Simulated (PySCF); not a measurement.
# YH3(H2O): from a saddle point downhill

PySCF 2.14.0, RKS PBE0, Y def2-SVP with ECP28, H def2-SVP, O def2-SVP; non-relativistic Hamiltonian with scalar-relativistic core potentials where named; density fitting; no spin-orbit coupling. Relaxed within the symmetry of its start, the geometry (Cs) is

```xyz
7

Y     0.2019   -0.2309    0.2309
H     1.0076    1.4555    0.9678
H    -0.7870   -1.4592    1.4592
H     1.0076   -0.9678   -1.4555
O    -1.0848    1.1502   -1.1502
H    -0.9124    2.0909   -0.9911
H    -0.9124    0.9911   -2.0909
```

and its lowest harmonic modes are -136, 147, 256, 268, 366, 422 cm⁻¹ (negative: unstable). It was moved along the lowest mode and relaxed again.

(1) Where does it end, and how much lower?

(2) How do the contacts change?

(3) Is the end a minimum?

State: singlet.

Answers

(1) In C1, 0.061 eV lower, after 21 steps:
```xyz
7

Y     0.1443   -0.3096    0.0532
H     0.5512    1.6882    0.4147
H    -0.7567   -1.3466    1.4887
H     1.4520   -1.2991   -1.0694
O    -1.1351    1.1557   -1.1409
H    -0.5239    1.7826   -0.5995
H    -1.2112    1.4946   -2.0408
```

(2) 
```csv
contact,saddle (Å),end (Å)
Y1–H2 (H),2.009,2.071
Y1–H3 (H),1.999,1.987
Y1–H4 (H),2.009,1.987
Y1–O5 (H2O),2.339,2.283
```
Short contacts between ligands at the end: H2···H6 1.48 Å.

(3) Yes; lowest modes 180, 262, 296, 303, 434, 536 cm⁻¹.
